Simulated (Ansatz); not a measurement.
`[SiH3]C[CH]1[AlH][S]1` + H₂ → `[CH2]1[AlH][S]1` + `C[SiH3]`  (hydrogenolysis of a C–C bond)

Gas-phase electronic energies from Ansatz, PBE0-D4/def2-TZVP geometries. CBS: MP2 limit from def2 TZ/QZ plus the TZ coupled-cluster correction, frozen cores. This one scheme is used for every species. DFT in def2-TZVPP. B3LYP here is the variant with VWN-RPA as its local correlation; programs differ in this. Each species was taken in one conformer, which may not be the lowest.

`[SiH3]C[CH]1[AlH][S]1`:

Z-matrix (Å, degrees):
```
Si
C 1 1.886
H 1 1.489 2 109.0
H 1 1.485 2 111.7 3 -120.3
H 1 1.490 2 110.1 3 119.1
C 2 1.515 1 113.8 3 53.5
H 2 1.095 1 108.6 3 178.3
H 2 1.097 1 107.6 3 -67.0
S 6 1.924 2 114.3 1 65.3
Al 6 1.923 2 126.3 1 143.5
H 6 1.090 2 111.8 1 -57.6
H 10 1.570 6 156.3 2 71.0
```

H₂:

```xyz
2

H    -0.182   -0.052   -0.322
H     0.182    0.052    0.322
```

`[CH2]1[AlH][S]1`:

```xyz
6

C    -0.091    0.739    0.325
Al    0.186   -1.089   -0.165
S    -0.339    0.428   -1.542
H    -1.010    1.089    0.789
H     0.729    1.430    0.501
H     0.524   -2.598    0.090
```

`C[SiH3]`:

Cartesian coordinates in Å:
```
C 0.694 -0.580 -0.397
Si -0.621 0.519 0.355
H 0.334 -1.607 -0.490
H 1.592 -0.589 0.224
H 0.973 -0.226 -1.392
H -1.845 0.528 -0.491
H -0.130 1.918 0.479
H -0.997 0.036 1.711
```

CCSD(T)/CBS gives -66.7 kJ/mol.

(1) Another level gave -76.8 kJ/mol. Which?
A. B3LYP/def2-TZVPP
B. r2SCAN-D4/def2-TZVPP
C. BLYP-D4/def2-TZVPP
D. B97M-V/def2-TZVPP

(2) What do rigid-rotor, harmonic-oscillator terms from PBE0-D4/def2-TZVP frequencies (298.15 K, 1 bar) make of the CCSD(T)/CBS value? (Estimate.)

Largest T1 diagnostic among the species: 0.014.

Results:

(1) D. B97M-V -76.8, r2SCAN-D4 -69.5, BLYP-D4 -62.0, B3LYP -86.3 kJ/mol.

(2) Computed: ΔZPE = +20.4 kJ/mol, ΔH = -51.3 kJ/mol, ΔS = 37 J/(mol·K), ΔG = -62.4 kJ/mol.

From PBE to PBE0 (25 % exact exchange), in def2-TZVPP and without D4, ΔE moves by −4.8 kJ/mol. The D4 term adds +17.8 kJ/mol with B3LYP and +9.9 kJ/mol with PBE0; it sums over pairs of atoms, weighted by their polarisabilities, and B3LYP, whose exchange is more repulsive, gets the larger term. Leaving LDA and LC-ωPBE aside and taking each functional with its dispersion term where it has one, the values, not all of them listed here, spread over 21.6 kJ/mol, from B2PLYP to revPBE-D4. LDA lies +13.5 kJ/mol from PBE without D4.

CCSD(T)/CBS has its own doubt, a few kJ/mol and more with outer-core shells, so smaller differences from it don't rank the levels.
